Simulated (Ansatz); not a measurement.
`Cl[SiH2][SiH](Cl)Cl` + HI → `Cl[SiH2]I` + dichlorosilane at 500 K and 1 bar (cleavage of the Si–Si bond).

Isolated molecules relaxed with PBE0-D4/def2-TZVP in Ansatz; ΔE leaves out vibrations. CCSD(T)/CBS adds triple-zeta CCSD(T) − MP2 to the extrapolated MP2 energy (def2 sets, frozen cores). Elements past krypton have def2 core potentials. For I outer-core shells are correlated without core-valence functions, which leaves a few kJ/mol of doubt a bond. Each species was taken in one conformer, which may not be the lowest.

```csv
species,CCSD(T)/CBS energy (Eh),H − E (kJ/mol),S (J/(mol·K))
`Cl[SiH2][SiH](Cl)Cl`,-1959.44429,131.7,455.4
HI,-298.03592,28.6,221.6
`Cl[SiH2]I`,-1047.58245,80.4,350.7
`Cl[SiH2]Cl`,-1209.93203,81.5,323.4
```

H − E and S are ideal-gas, rigid-rotor, harmonic terms from PBE0-D4/def2-TZVP, for one conformer and one mirror image of each species. 1 Eh = 2625.50 kJ/mol, R = 8.31446 J/(mol·K).

Problem. By hand: ΔE, ΔH, ΔS and ΔG.

Solution. ΔE = (-1047.58245) + (-1209.93203) − (-1959.44429) − (-298.03592) = -0.03427 Eh = -90.0 kJ/mol. Δ(H − E) = 80.4 + 81.5 − 131.7 − 28.6 = 1.6, so ΔH = -88.4 kJ/mol. ΔS = 350.7 + 323.4 − 455.4 − 221.6 = -2.9 J/(mol·K). ΔG = -88.4 − 500 × (-2.9)/1000 = -87.0 kJ/mol.

Problem. By hand: the equilibrium constant, and the temperature at which ΔG would vanish if ΔH and ΔS stayed fixed.

Solution. log₁₀ K = −ΔG/(RT ln 10) = 9.1. ΔG = 0 at ΔH/ΔS = 30483 K, far beyond where these terms or the molecules hold.

The number of gas molecules stays the same, so ΔS is small and ΔH decides. A doubt of 5 kJ/mol in ΔE shifts log₁₀ K by 0.5 here. Other conformers and mirror images would add mixing entropy, several J/(mol·K) or more a flexible species. Modes under 60 cm⁻¹, often nearly free rotors, make the harmonic entropy too high. These are equilibria of isolated gas molecules and say nothing of rates. Largest T1 diagnostic: 0.010 (customary marks: 0.02 for closed shells, 0.045 for open ones).
